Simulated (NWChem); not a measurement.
System: GeSi2H8; SMILES [SiH3][GeH2][SiH3]

Results from NWChem. Pople sets run with spherical d functions. All runs use the structure optimised with PBE0/def2-SVP.

Question: Estimate the computed values for PBE0/6-31G*. Quantities: highest occupied level (eV); orbital gap (eV); dipole (D).

Answer: 
```
Quantity                     Result
---------------------------  ------
highest occupied level (eV)   -7.86
orbital gap (eV)               8.01
dipole (D)                     0.05
```
